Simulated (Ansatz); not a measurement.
Geometry optimisation, Ansatz 0.2.0, RKS PBE0-D4/6-31G*.

input.yaml

```yaml
crystal:
  periodic: [false, false, false]
  atoms:
    - { symbol: Si, position_ang: [0.0, 0.0, 0.0] }
    - { symbol: F, position_ang: [0.0, 0.0, 1.59] }
    - { symbol: C, position_ang: [1.7634, 0.0, -0.6227] }
    - { symbol: H, position_ang: [2.1111, -1.0463, -0.7509] }
    - { symbol: H, position_ang: [1.8119, 0.5276, -1.5981] }
    - { symbol: H, position_ang: [2.4154, 0.5187, 0.1108] }
    - { symbol: O, position_ang: [-0.7913, 1.3709, -0.5594] }
    - { symbol: H, position_ang: [-1.7491, 1.1401, -0.7818] }
    - { symbol: O, position_ang: [-0.7913, -1.3709, -0.5594] }
    - { symbol: H, position_ang: [-1.2459, -1.8365, 0.2129] }
basis:
  gaussian: { orbitals: "6-31G*" }
hamiltonian:
  xc: pbe0
  dispersion: d4
relax:
  f_tol: 0.02
  max_steps: 40
```

Run as:

```bash
$ ansatz run input.yaml --threads 1 --pin off --max-ram 2048MiB --backend cpu --events-out ev --progress --plain --runs-dir out
```

Question: Where does it end, and by what steps?

Answer: It converged. After 11 steps the energy has fallen by 0.229 eV; H5 moved furthest, 0.55 Å.

```
step  energy less start (eV)  largest force component (eV/Å)  accepted
   0                  0.0000                           2.126       yes
   1                 -0.1418                           1.023       yes
   2                 -0.1787                           0.230       yes
   3                 -0.1992                           0.130       yes
   4                 -0.2100                           0.387       yes
   5                 -0.2187                           0.241       yes
   6                 -0.2204                           0.116       yes
   7                 -0.2274                           0.038       yes
   8                 -0.2285                           0.026       yes
   9                 -0.2286                           0.121       yes
  10                 -0.2287                           0.080       yes
  11                 -0.2289                           0.002       yes
```

```xyz
10
Properties=species:S:1:pos:R:3
Si -0.032 -0.011 -0.034
F -0.052 -0.166 1.572
C 1.724 -0.021 -0.610
H 2.257 -0.908 -0.255
H 1.766 -0.009 -1.703
H 2.253 0.863 -0.241
O -0.715 1.406 -0.499
H -1.679 1.410 -0.504
O -0.969 -1.238 -0.621
H -1.029 -2.021 -0.063
```

Whether the end is a true minimum wasn't checked by a vibrational analysis.

Run time: 64 s on 1 thread of Arm Neoverse V1, on a shared host, peak memory 0.18 GiB.
